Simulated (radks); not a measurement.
Values are calculated unless marked as measured or tabulated.
Spin polarisation of the 3s1 shell in the magnesium ion Mg+. Start: [Ne] 3s(up 0.5, down 0.5); electrons of 3s are moved from spin down to spin up, other shells keep equal spins. Level of theory: scalar-relativistic Kohn-Sham, r2SCAN, spin-polarised, spherical densities, finite nucleus; meta-GGA in the generalised Kohn-Sham scheme; Fermi nuclear charge, rms radius of each element as measured or else 0.836 A^(1/3) + 0.57 fm (a radial shooting solver on a logarithmic mesh with Libxc functionals).

moment (Bohr magnetons)	E - E(0) (eV)	e(3s up) (eV)	e(3s down) (eV)	2p down minus up (eV)
0	0.000	-11.302	-11.302	0.000
0.25	-0.038	-11.577	-10.972	0.032
0.5	-0.153	-11.810	-10.561	0.064
0.75	-0.352	-11.993	-10.062	0.098

At moment 0.75 the spin-polarisation energy is -0.352 eV and the 3s exchange splitting 1.931 eV, that is 2.574 eV per Bohr magneton; E = -I m^2/4 would give I = 2.504 eV.
